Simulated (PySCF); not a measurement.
Gas-phase reaction: 6 OH + Si₃O₃ + SiF₄ ⇌ 2 SiOF₂ + Si₂O(OH)₆

Method: PySCF energies (xtb for GFN2) plus ideal-gas RRHO corrections (1 bar). † marks an energy on the PBE0/def2-TZVP geometry and frequencies; other levels use their own. MP2 and CCSD(T) freeze the core. 6-31G* has spherical d functions here. Open shells (unrestricted): OH (multiplicity 2); the rest are closed-shell singlets. GFN2 has no spin-polarisation term. Spin-orbit splitting is ignored; it lowers the true energy and changes the entropy of OH. B3LYP is the form with VWN-RPA correlation. Si₃O₃, SiOF₂, Si₂O(OH)₆: computed as isolated molecules; such fragments, hydroxides, amides, oligomers or adducts are transient or little studied in the gas. MP2 isn't extrapolated to the basis-set limit. CCSD(T) isn't extrapolated to the basis-set limit.

```json
[
 {"level": "B3LYP/6-31G*", "ΔH°(298 K), kJ": "-1938"},
 {"level": "B3LYP/def2-TZVP†", "ΔH°(298 K), kJ": "-1998"},
 {"level": "BLYP/def2-TZVP†", "ΔH°(298 K), kJ": "…"},
 {"level": "CCSD(T)/def2-SVP†", "ΔH°(298 K), kJ": "-1893"},
 {"level": "GFN2-xTB", "ΔH°(298 K), kJ": "-3044"},
 {"level": "M06-2X/def2-TZVP†", "ΔH°(298 K), kJ": "-2126"},
 {"level": "MP2/def2-SVP†", "ΔH°(298 K), kJ": "…"},
 {"level": "PBE0/def2-SVP†", "ΔH°(298 K), kJ": "-1990"},
 {"level": "r2SCAN/def2-TZVP†", "ΔH°(298 K), kJ": "…"},
 {"level": "ωB97M-V/def2-TZVP†", "ΔH°(298 K), kJ": "…"}
]
```

### Question
Some entries are withheld; supply them.

### Answer

- BLYP/def2-TZVP†, ΔH°(298 K), kJ: -1998
- MP2/def2-SVP†, ΔH°(298 K), kJ: -2098
- r2SCAN/def2-TZVP†, ΔH°(298 K), kJ: -2102
- ωB97M-V/def2-TZVP†, ΔH°(298 K), kJ: -2075
